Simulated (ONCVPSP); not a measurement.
**Building the ONCV potential for fluorine (F) (PBEsol, scalar-relativistic).**

ONCVPSP 4.0.1 was run on this input:

```
# ATOM AND REFERENCE CONFIGURATION
# atsym  z   nc   nv     iexc    psfile
  F 9.00    1    2  -116133      upf
#
#   n    l    f
    1    0    2.00
    2    0    2.00
    2    1    5.00
#
# PSEUDOPOTENTIAL AND OPTIMIZATION
# lmax
    2
#
#   l,   rc,      ep,       ncon, nbas, qcut
    0    0.75    0.00    4    7   11.10
    1    1.15    0.00    4    7   15.00
    2    0.75    0.32    5    8   15.10
#
# LOCAL POTENTIAL
# lloc, lpopt,  rc(5),   dvloc0
    2    5    0.75    0.00
#
# VANDERBILT-KLEINMAN-BYLANDER PROJECTORs
# l, nproj, debl
    0    2    2.90
    1    2    3.50
    2    0    3.30
#
# MODEL CORE CHARGE
# icmod, fcfact, rcfact
    3    4.50    1.40
#
# LOG DERIVATIVE ANALYSIS
# epsh1, epsh2, depsh
   -3.00    5.00    0.02
#
# OUTPUT GRID
# rlmax, drl
    6.00    0.01
#
# TEST CONFIGURATIONS
# ncnf
    4
# nvcnf
#   n    l    f
    2
    2    0    2.00
    2    1    4.00
#
    2
    2    0    2.00
    2    1    3.00
#
    2
    2    0    2.00
    2    1    2.00
#
    2
    2    0    1.00
    2    1    6.00
#
```

Command:

```bash
oncvpsp.x < F.dat > F.out
```

The program printed (shortened: citation, most of the input echo, consistency checks and plot data are left out):

```
ONCVPSP  (Optimized Norm-Conservinng Vanderbilt PSeudopotential)
scalar-relativistic version 4.0.1

#   n    l    f        energy (Ha)
    1    0    2.00    -2.4297297E+01
    2    0    2.00    -1.0922101E+00
    2    1    5.00    -4.0614829E-01

Reference configufation results
  iterations    20
  all-electron total energy (Ha)   -9.94479506D+01

Begin loop to  construct optimized pseudo wave functions
and semi-local pseudopoentials for all angular momenta

   Wellstate for l =  0  n =  3
     eigenvalue =   1.8078
     asymptotic potential =   2.3078
     half-point radius =  1.8287

Calculating optimized projector #   1

 for l=   0

    Fraction of norm inside rc  0.323249
    Optimizing pswf for qcut=  11.08 a_B^-1,  ecut=  61.35 Ha
    Residual kinetic energy error=  3.22D-04 Ha

    Energy error per electron        Cutoff
         Ha          eV             Ha
         0.01000     0.27211       38.69
         0.00100     0.02721       53.91
         0.00010     0.00272      104.06
         0.00001     0.00027      205.69

Calculating optimized projector #   2

 for l=   0

    Fraction of norm inside rc  0.095444
    Optimizing pswf for qcut=  11.08 a_B^-1,  ecut=  61.35 Ha
    Residual kinetic energy error=  1.73D-04 Ha

    Energy error per electron        Cutoff
         Ha          eV             Ha
         0.01000     0.27211       34.21
         0.00100     0.02721       50.57
         0.00010     0.00272       67.05
         0.00001     0.00027      267.88

   Wellstate for l =  1  n =  4
     eigenvalue =   3.0939
     asymptotic potential =   3.5939
     half-point radius =  2.6914

Calculating optimized projector #   1

 for l=   1

    Fraction of norm inside rc  0.622456
    Optimizing pswf for qcut=  15.00 a_B^-1,  ecut= 112.46 Ha
    Residual kinetic energy error=  6.20D-09 Ha

    Energy error per electron        Cutoff
         Ha          eV             Ha
         0.01000     0.27211       45.09
         0.00100     0.02721       59.87
         0.00010     0.00272       72.08
         0.00001     0.00027       82.80

Calculating optimized projector #   2

 for l=   1

    Fraction of norm inside rc  0.082148
    Optimizing pswf for qcut=  15.00 a_B^-1,  ecut= 112.46 Ha
    Residual kinetic energy error=  7.01D-09 Ha

    Energy error per electron        Cutoff
         Ha          eV             Ha
         0.01000     0.27211       44.42
         0.00100     0.02721       61.45
         0.00010     0.00272       75.49
         0.00001     0.00027       87.47

   Wellstate for l =  2  n =  3
     eigenvalue =   0.3200
     asymptotic potential =   0.8200
     half-point radius =  7.8904

Calculating optimized projector #   1

 for l=   2

    Fraction of norm inside rc  0.000150
    Optimizing pswf for qcut=  15.08 a_B^-1,  ecut= 113.77 Ha
    Residual kinetic energy error=  1.06D-08 Ha

    Energy error per electron        Cutoff
         Ha          eV             Ha
         0.01000     0.27211        0.97
         0.00100     0.02721        3.76
         0.00010     0.00272       12.93
         0.00001     0.00027       31.72

Construct Vanderbilt / Kleinmman-Bylander projectors

B matrix Hermiticity error, ll=   0
   1   2    2.4318E-04

  Orthonormal projector coefficients  2.1089E+01  2.6349E+00

B matrix Hermiticity error, ll=   1
   1   2   -1.9533E-04

  Orthonormal projector coefficients -3.2681E+00 -2.0245E+00

Model core correction analysis
  based on d2Exc/dn_idn_j

d2excae - all-electron derivatives

   -5.397148D-02   -4.678444D-02
   -4.678586D-02   -4.581558D-02

d2excps - pseudofunction derivatives with no core correction

   -5.330157D-02   -4.899754D-02
   -4.899827D-02   -4.762550D-02

rms 2nd derivative error    1.838281E-03

rmatch, rhocmatch    0.3237   19.9126

Teter function model core charge with specified parameters

d2excps - pseudofunction derivatives with core correction

   -5.304998D-02   -4.825206D-02
   -4.825308D-02   -4.638795D-02

rms 2nd derivative error    1.170829E-03

Pseudoatom total energy  -24.025551

Diagnostic tests using Vanderbilt-Kleinman-Bylander pseudopotentials
  1 or more projectors used as specified by nproj input data

   l    rcore       rmatch      e in        delta e   norm test  slope test

   0   0.7525286   0.7753770  -1.0922101  -0.0000286   1.0000650   1.0006855
   0   0.7525286   0.7753770   1.8077899   0.0000348   1.0002691   1.0002691

   1   1.1507464   1.1856856  -0.4061483  -0.0000077   1.0000455   1.0000603
   1   1.1507464   1.1856856   3.0938517   0.0000359   1.0001866   1.0001866

   2   0.7525286   0.7753770   0.3200000   0.0000642   1.0000018   1.0000018

 Testing for bound ghosts
   n   l    E NL Schr. Eq   E Basis Diag.   E Cutoff

   1   0       -1.092239       -1.017263    329.41

   2   1       -0.406156       -0.394122    167.42

 Testing for highly-localized positive-energy ghosts
       l    <radius>/rc     E Basis Diag.   E Cutoff

Test configuration 0

   n   l     f        eae           eps        diff
   1   0  2.0000  -24.29729709
   2   0  2.0000   -1.09221012   -1.09223868   -2.86D-05
   2   1  5.0000   -0.40614829   -0.40615597   -7.68D-06

    Total energies and differences
      AE_ref= -9.94479506D+01  AE_tst= -9.94479506D+01  dif=  0.00D+00
      PS_ref= -2.40255512D+01  PS_tst= -2.40255512D+01  dif= -7.11D-15
      PSP excitation error=  7.11D-15

Test configuration 1

   n   l     f        eae           eps        diff
   1   0  2.0000  -25.05871057
   2   0  2.0000   -1.73391728   -1.73403431   -1.17D-04
   2   1  4.0000   -1.03707069   -1.03647018    6.01D-04

    Total energies and differences
      AE_ref= -9.94479506D+01  AE_tst= -9.87380723D+01  dif=  7.10D-01
      PS_ref= -2.40255512D+01  PS_tst= -2.33158327D+01  dif=  7.10D-01
      PSP excitation error=  1.60D-04

Test configuration 2

   n   l     f        eae           eps        diff
   1   0  2.0000  -26.01773783
   2   0  2.0000   -2.48991970   -2.48928319    6.37D-04
   2   1  3.0000   -1.79621314   -1.79320408    3.01D-03

    Total energies and differences
      AE_ref= -9.94479506D+01  AE_tst= -9.73313756D+01  dif=  2.12D+00
      PS_ref= -2.40255512D+01  PS_tst= -2.19106579D+01  dif=  2.11D+00
      PSP excitation error=  1.68D-03

Test configuration 3

   n   l     f        eae           eps        diff
   1   0  2.0000  -27.15917811
   2   0  2.0000   -3.34176194   -3.33830914    3.45D-03
   2   1  2.0000   -2.66750771   -2.65840813    9.10D-03

    Total energies and differences
      AE_ref= -9.94479506D+01  AE_tst= -9.51084546D+01  dif=  4.34D+00
      PS_ref= -2.40255512D+01  PS_tst= -1.96932983D+01  dif=  4.33D+00
      PSP excitation error=  7.24D-03

Test configuration 4

   n   l     f        eae           eps        diff
   1   0  2.0000  -24.31933639
   2   0  1.0000   -1.11006569   -1.10958845    4.77D-04
   2   1  6.0000   -0.42201467   -0.42232331   -3.09D-04

    Total energies and differences
      AE_ref= -9.94479506D+01  AE_tst= -9.87608925D+01  dif=  6.87D-01
      PS_ref= -2.40255512D+01  PS_tst= -2.33388704D+01  dif=  6.87D-01
      PSP excitation error=  3.77D-04
```

The run took about 2.9 s on one core of a shared server CPU.
